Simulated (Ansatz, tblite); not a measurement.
Cost and result up the ladder for MoO2Br2 (MoBr₂O₂) (5 atoms). Total charge 0; singlet. Geometry: B3LYP-D4/def2-SVP.

```csv
atom,x (Å),y (Å),z (Å)
Mo1,-0.0531,0.0699,0.1139
O2,-1.6533,0.4920,0.3657
O3,0.8129,0.6155,1.4386
Br4,0.7619,1.1578,-1.8845
Br5,0.1316,-2.3353,-0.0337
```

Ansatz on 4 threads of AMD EPYC 7B13 on a shared host; xTB runs through tblite on one thread. Times are rough, summed over both states, and most runs start from the orbitals of an earlier one. No level here is sound enough to serve as a yardstick. The other state is a triplet.

In the def2 sets Mo takes a core potential; there is no spin–orbit coupling. The xTB rows come from tblite. HOMO above LUMO, or a gap near zero within one spin, warns that the state may not be the lowest or that an electron is smeared out.

xTB has no spin-polarisation term.

```json
{"level": "GFN2-xTB", "functions": "35", "wall time": "0.016 s", "vertical triplet (eV)": "3.30", "remarks": "–"}
{"level": "GFN1-xTB", "functions": "35", "wall time": "0.057 s", "vertical triplet (eV)": "4.21", "remarks": "–"}
{"level": "PBE-D4/def2-TZVP", "functions": "198", "wall time": "8.3 s", "vertical triplet (eV)": "3.43", "remarks": "gap within one spin near zero (triplet)"}
{"level": "r2SCAN-D4/def2-TZVP (with forces)", "functions": "198", "wall time": "29 s", "vertical triplet (eV)": "3.50", "remarks": "gap within one spin near zero (triplet), restricted SCF unstable in HF (singlet)"}
```
